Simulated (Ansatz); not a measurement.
Reaction (redistribution): `[SiH3]OC[SiH2]S` + `ClBCl` → `[SiH3]OC[SiH2]Cl` + `SBCl`

Program: Ansatz. Geometries: PBE0-D4/def2-TZVP. ΔE: electronic, gas phase. CBS: MP2 limit from def2 TZ/QZ plus the TZ coupled-cluster correction, frozen cores. This one scheme is used for every species. DFT in def2-TZVPP. B3LYP here is the variant with VWN-RPA as its local correlation; programs differ in this. Each species was taken in one conformer, which may not be the lowest.

Task: Is it downhill or uphill in electronic energy at CCSD(T)/CBS, and by how much? (An estimate is asked.)

Result: Ansatz gave: Downhill: ΔE = -7.8 kcal/mol.

Task: What do these levels give: B3LYP-D4, ωB97M-V, r2SCAN, MP2/def2-TZVPP, CCSD(T)/def2-TZVPP, HF/CBS(def2)? (An estimate is asked.)

Result: Computed: B3LYP-D4 -7.6, ωB97M-V -7.5, r2SCAN -7.8, MP2/def2-TZVPP -7.4, CCSD(T)/def2-TZVPP -7.3, HF/CBS(def2) -9.1 kcal/mol.

Largest T1 diagnostic among the species: 0.013.

In def2-TZVPP, CCSD(T) changes the Hartree–Fock value by +1.7 kcal/mol (the triples alone add +0.3 kcal/mol) and MP2 by +1.6 kcal/mol.
